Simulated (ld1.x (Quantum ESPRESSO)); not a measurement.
# Configuration tests for copper (Cu) (ultrasoft)

copper, ultrasoft, made with ld1.x (Quantum ESPRESSO) 7.5 (PBE, scalar-relativistic). Core [Ne], reference 3s2 3p6 3d10 4s0.5 4p0 (charge +0.5). Waves: 3s (bound): rcut 0.95, rcutus 1.00 bohr; 4s (bound): rcut 0.95, rcutus 1.00 bohr; 3p (bound): rcut 1.05, rcutus 1.20 bohr; 4p (bound, empty): rcut 1.05, rcutus 1.20 bohr; 3d (bound): rcut 1.10, rcutus 1.40 bohr; 3d channel at 0.7 Ry: rcut 1.10, rcutus 1.40 bohr. Local part: all-electron potential smoothed inside 1.10 bohr (lloc = -2). Core correction: Bessel-smoothed model core, default radius (core density twice the valence density). Augmentation charge: built from norm-conserving waves at rcut, not smoothed further.

Energies are relative to the spin-unpolarised reference configuration 3s2 3p6 3d10 4s0.5 4p0; without spin polarisation the order of configurations can differ from experiment. The frozen-core shift is the all-electron ΔE with the core orbitals held at their reference shape minus the fully relaxed ΔE.

**Question.** Give the all-electron excitation energy and the error of the potential for: 3s2 3p6 3d10 4s1 4p0; 3s2 3p6 3d10 4s0 4p0; 3s2 3p6 3d9 4s0 4p0; 3s2 3p6 3d9 4s1 4p1; 3s2 3p6 3d9 4s2 4p0; 3s2 3p5 3d10 4s1 4p0; 3s2 3p6 3d8 4s0 4p0.

**Answer.**

```csv
valence configuration,charge,ΔE all-electron (eV),error AE − PS (meV),frozen-core shift (meV)
3s2 3p6 3d10 4s1 4p0,0,-3.162,-580,-0.7
3s2 3p6 3d10 4s0 4p0,+1,4.986,+829,+0.9
3s2 3p6 3d9 4s0 4p0,+2,26.318,+832,-1.1
3s2 3p6 3d9 4s1 4p1,0,3.648,-1796,-3.3
3s2 3p6 3d9 4s2 4p0,0,-1.192,-2813,-4.0
3s2 3p5 3d10 4s1 4p0,+1,76.373,-1585,+25
3s2 3p6 3d8 4s0 4p0,+3,65.338,+829,-4.2
```

These tests converged, but a pseudo level misses the all-electron one widely, so the file describes the atom poorly there or has found another state: 3s2 3p6 3d9 4s0 4p0: empty 4s by 3.0 eV; 3s2 3p6 3d9 4s2 4p0: 3d by 1.9 eV; 3s2 3p6 3d8 4s0 4p0: empty 4s by 4.2 eV (a node warning on the way). A variational frozen-core shift is positive and of second order in the change. This column holds negative values, so the frozen-core run of ld1.x carries numerical noise or an error of first order here, and the column gives no more than the rough size of the effect.

A Bessel basis up to 400 Ry misses an occupied level by 2.16 Ry, so cutoffs and ghosts were not judged. The potential misses its own reference levels by up to 1.4 eV, so it is not fit for use.
